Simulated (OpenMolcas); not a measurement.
C I: terms and fine structure

```yaml
Program: OpenMolcas
Method: CASSCF
Basis: ANO-RCC-VTZP [4s3p2d1f]
Scalar_Hamiltonian: DKH2, point nucleus
Active_space: 4 electrons in 4 orbitals (2s 2p)
State_averaging: 2S+1 = 3 even, 6 roots (3 in the spin-orbit step); 2S+1 = 1 even, 6 roots kept (CI in the orbitals of an earlier block); 2S+1 = 5 odd, 1 root; 2S+1 = 3 odd, 8 roots kept (CI in the orbitals of an earlier block)
Spin-orbit_coupling: state interaction with AMFI integrals over the reference wave functions, term energies averaged over their components
```

Spin-free terms above the lowest, with the occupations of the reference:

```json
{"Configuration": "2s2 2p2", "Term": "3P", "E (cm-1)": "0.0", "Occupations": "2s 1.96 2p 2.04"}
{"Configuration": "2s2 2p2", "Term": "1D", "E (cm-1)": "12602", "Occupations": "2s 1.96 2p 2.04"}
{"Configuration": "2s2 2p2", "Term": "1S", "E (cm-1)": "21236", "Occupations": "2s 1.85 2p 2.15"}
{"Configuration": "2s 2p3", "Term": "5S*", "E (cm-1)": "23344", "Occupations": "2s 1.00 2p 3.00"}
{"Configuration": "2s 2p3", "Term": "3D*", "E (cm-1)": "69249", "Occupations": "2s 1.00 2p 3.00"}
{"Configuration": "2s 2p3", "Term": "3P*", "E (cm-1)": "82498", "Occupations": "2s 1.00 2p 3.00"}
```

With spin-orbit coupling, above the lowest level:

```csv
Configuration,Term,J,E (cm-1),Measured (cm-1),Term weight %
2s2 2p2,3P,0,0.0,0.0,100
2s2 2p2,3P,1,15.1,16.4,100
2s2 2p2,3P,2,45.0,43.4,100
2s2 2p2,1D,2,12632,10193,100
2s2 2p2,1S,0,21267,21648,100
2s 2p3,5S*,2,23374,33735,100
2s 2p3,3D*,2,69279,64091,100
2s 2p3,3D*,1,69279,64090,100
2s 2p3,3D*,3,69279,64087,100
2s 2p3,3P*,0,82528,75256,100
2s 2p3,3P*,1,82528,75254,100
2s 2p3,3P*,2,82528,75255,100
```

Against the 11 measured excited levels shown (NIST Handbook of Basic Atomic Spectroscopic Data) the mean absolute deviation is 4600 cm-1; the largest miss in energy is 2s 2p3 5S* 2: computed 23374, measured 33735 cm-1 (-30.7 %).

Spin-orbit coupling puts the lowest level 30.1 cm-1 below the lowest spin-free term.

For 3P the intervals divided by the larger J are 15.1, 15.0 cm-1. Landé's interval rule makes them equal in pure LS coupling; they differ by 1 % of their mean. The multiplet is regular.

Without dynamic correlation excited terms often stand tens of per cent too high (terms of higher spin than the ground term too low), and those without a measured partner can miss by more than the paired ones. Terms from blocks run as CI alone lack orbitals of their own. Measured partners are found by configuration, term and J. A level has none where our copy of the source lacks it or the pairing is in doubt (some pairs that miss far off the trend of their configuration count as doubtful), and it then counts in no deviation. Levels of configurations outside the active space are missing. The first state left out of the spin-orbit step lies near 120000 cm-1 above the lowest spin-free state of the reference (among the parities and spins computed), and the list stops at four fifths of that energy or lower.

The term weight is that of the spin-free term in the level, not the purity of its configuration. * marks odd parity.
